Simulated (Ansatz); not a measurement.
Ideal-gas functions of CH5BO2, SMILES `BC(O)O` at 800 K and 1 bar, from an Ansatz frequency run at PBE0-D4/def2-TZVP.

Molar mass 59.86 g/mol, point group C1 (symmetry number 1), electronic degeneracy 1, moments of inertia 31.819, 72.846, 87.67 u Å². Harmonic wavenumbers (cm⁻¹, unscaled): 329, 367, 449, 508, 638, 710, 797, 912, 973, 1008, 1049, 1164, 1200, 1277, 1318, 1482, 2570, 2668, 3102, 3817, 3840.

Use S(trans) = R[1.5 ln M + 2.5 ln T − 1.1517]; rotational temperatures θ = 24.2544 K / I; S(rot) = R[ln(√π/σ · √(T³/θAθBθC)) + 1.5]; for each mode x = 1.438777 ν̃/T, S = R[x/(eˣ − 1) − ln(1 − e⁻ˣ)] and H = RT x/(eˣ − 1); 1 cm⁻¹ = 0.0119627 kJ/mol; R = 8.31446 J/(mol·K).

**Question.** By hand: the entropy, in J/(mol·K).

**Answer.** Translation 180.4. Rotation: θ = 0.7623, 0.333, 0.2767 K, giving 111.6. Vibration, mode by mode: 12.80, 11.92, 10.31, 9.35, 7.61, 6.82, 6.00, 5.07, 4.65, 4.42, 4.17, 3.54, 3.36, 3.02, 2.85, 2.26, 0.46, 0.40, 0.21, 0.07, 0.07, in all 99.4. Electronic 0.0. Sum 391.4 J/(mol·K).

**Question.** By hand: H − E and G − E in kJ/mol, counted from the electronic energy.

**Answer.** Zero-point energy ½ × 30178 × 0.0119627 = 180.5; thermal vibration 46.8; translation, rotation and pV give 4 RT = 26.6. H − E = 253.9 kJ/mol, and G − E = 253.9 − 800 × 391.4/1000 = -59.2 kJ/mol.

Vibration gives 25 % of the entropy. The sum counts one conformer and one mirror image; others add a mixing term.
